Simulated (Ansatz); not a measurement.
Ansatz (a first-principles code) input (SVWN5/LANL2DZ): The .json file is the Basis Set Exchange's LANL2DZ.

Ansatz 0.2 input:
```yaml
crystal:
  periodic: [false, false, false]
  atoms:
    - {symbol: Hg, position_ang: [0.00000000, 0.00000000, 0.00000000]}
    - {symbol: I, position_ang: [-0.00000000, -0.00000000, -2.61159500]}
    - {symbol: I, position_ang: [0.00000000, 0.00000000, 2.61159500]}
basis:
  gaussian:
    orbitals: LANL2DZ.json
hamiltonian:
  xc: {name: SVWN5}
output: {forces: true}
```

Output:

```
Functional definition: SVWN5
integrals: 0.01 GiB planned
512 factors; integrals over basis functions are off by at most 2.0e-4 eV
mean field: 0.07 GiB planned
mean field evaluation 1: about -1784.9794 eV, gradient 1.3e1 eV
mean field evaluation 2: about -1783.5483 eV, gradient 2.2e1 eV
mean field evaluation 4: about -1785.8933 eV, gradient 2.5e-1 eV
mean field evaluation 8: about -1785.8833 eV, gradient 3.4e-4 eV
mean field -1785.88326697 eV, -65.6299995461 hartree, gradient 5.2e-5 eV, S^2 0.000000; 0 other end points of the search recorded, 0 dependent functions left out
the calculation of the forces begins
reference -1785.88329956 eV, -65.6300007438 hartree; 13, 13 occupied and 21, 21 virtual orbitals, 512 factors
Total energy: -1785.88329956 eV, -65.6300007438 hartree
Atom 0 at     0.000000     0.000000     0.000000 Å, force     0.000000     0.000000     0.000000 eV/Å
Atom 1 at    -0.000000    -0.000000    -2.611595 Å, force    -0.000000    -0.000000    -1.043618 eV/Å
Atom 2 at     0.000000     0.000000     2.611595 Å, force    -0.000000    -0.000000     1.043618 eV/Å
Dipole moment:    -0.000000    -0.000000    -0.000000 e Å
```

The geometry given is a B3LYP-D3(BJ)/def2-TZVP minimum.
